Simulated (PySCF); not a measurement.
C3H6FNSi, SMILES F[C@@H]1CN=C[SiH2]1. Geometry: PBE-D3(BJ)/def2-SVP. The structure was generated by enumeration; whether it is a known compound was not checked. Other conformers were not sampled.

The numbers are results of PBE-D3(BJ)/def2-SVP run with PySCF 2.14.0, not measurements.

Harmonic wavenumbers (cm⁻¹): 99, 233, 298, 362, 497, 538, 592, 610, 657, 726, 797, 828, 875, 899, 919, 974, 1041, 1114, 1197, 1246, 1274, 1287, 1361, 1614, 2153, 2188, 2967, 3003, 3020, 3040. Rotational constants (GHz): 3.789, 3.116, 2.053; symmetry number 1.

Q: Work out the zero-point energy and the ideal-gas rigid-rotor harmonic-oscillator thermochemistry at 298.15 K and 1 atm.

A: ZPE = ½ Σ hcν = ½ × 36408 cm⁻¹ = 52.05 kcal/mol. H − E(el) = 56.60 kcal/mol. Entropy in cal/(mol K): translation 39.81, rotation 26.99, vibration 11.87, total 78.66. G − E(el) = 33.14 kcal/mol. Cp = 25.76 cal/(mol K). Modes under 150 cm⁻¹ make the vibrational entropy uncertain.
